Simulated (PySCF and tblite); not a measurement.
The numbers below are computed, except where a source is named.
Stationary points of C₅H₄OSe at GFN2-xTB, in Å:

Structure A

```
 1 O     2.682    1.297   -0.654
 2 C     2.138    0.324   -0.186
 3 C     0.709    0.194   -0.104
 4 C    -0.067   -0.828    0.390
 5 C    -1.449   -0.596    0.300
 6 C    -1.785    0.603   -0.262
 7 Se   -0.325    1.612   -0.760
 8 H     2.715   -0.532    0.212
 9 H     0.356   -1.725    0.809
10 H    -2.183   -1.305    0.645
11 H    -2.788    0.959   -0.415
```

Structure B

```
 1 O     2.853    0.935    0.539
 2 C     2.167    0.298   -0.208
 3 C     0.696    0.208   -0.148
 4 C    -0.056   -0.691    0.543
 5 C    -1.456   -0.530    0.403
 6 C    -1.831    0.494   -0.402
 7 Se   -0.377    1.416   -1.098
 8 H     2.616   -0.286   -1.042
 9 H     0.383   -1.461    1.154
10 H    -2.160   -1.175    0.900
11 H    -2.836    0.791   -0.642
```

Structure C

```
 1 O     2.902   -0.305    0.512
 2 C     2.150    0.263   -0.241
 3 C     0.707    0.179   -0.199
 4 C    -0.056   -0.547    0.686
 5 C    -1.442   -0.442    0.491
 6 C    -1.808    0.367   -0.547
 7 Se   -0.366    1.110   -1.423
 8 H     2.530    0.919   -1.054
 9 H     0.397   -1.143    1.460
10 H    -2.160   -0.955    1.108
11 H    -2.816    0.579   -0.859
```

Geometries: GFN2-xTB; energies: PBE/pcSseg-1 + D3(BJ), IEF-PCM dichloromethane; zero-point and thermal terms from GFN2-xTB harmonic modes (soft modes blended into free rotors).

Problem. Which structure is a saddle point, and along which motion?

Solution. B: one imaginary mode (170i cm⁻¹ at GFN2-xTB, mostly on O1, H8, C2), along the rotation about the C3–C2 bond (torsion C4–C3–C2–O1 from 180° to 360°, rising).

Problem. Give their symmetry and energies above the lowest.

Solution. A Cs, 0.0 kcal/mol; B C1, 12.6 kcal/mol; C Cs, 1.3 kcal/mol.

Spin–orbit effects of heavy atoms on shieldings are missing.
